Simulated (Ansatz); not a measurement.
Molecule: sum formula SiN$_{3}$H$_{7}$Cl, net charge 1, singlet state. It need not be the lowest isomer of its formula. 
Coordinates optimised at B3LYP-D3(BJ)/def2-TZVP (Ansatz, an electronic-structure program):
SMILES: N[Si](N)([NH3+])Cl
```xyz
12

N      1.8288    -0.0012    -0.2858
Si     0.2346     0.1613     0.1772
N     -0.0116     1.2988     1.3834
N     -0.2644    -1.4448     1.0844
Cl    -1.0259     0.0239    -1.4011
H      2.6107     0.2498     0.3001
H      2.1000    -0.1896    -1.2387
H      0.5370     2.1478     1.3833
H     -0.8993     1.4480     1.8409
H     -1.2521    -1.4686     1.3456
H     -0.0938    -2.2598     0.4922
H      0.2836    -1.5614     1.9390
```
Charge +1, spin multiplicity 1.

Parts of the frozen-core correlation energy in cc-pwCVTZ (Ansatz, hartree). Frozen orbitals: 13; correlated occupied orbitals by spin: 16 and 16; virtual: 316 and 316. No spin-orbit coupling. No relativistic terms.

```
term                            value
-------------------------  ----------
reference (HF)             -915.92144
MP2 opposite-spin            -0.73055
MP2 same-spin                -0.23199
CCSD correlation             -1.00436
(T)                          -0.03950
T1 diagnostic                   0.009
largest doubles amplitude       0.019
```
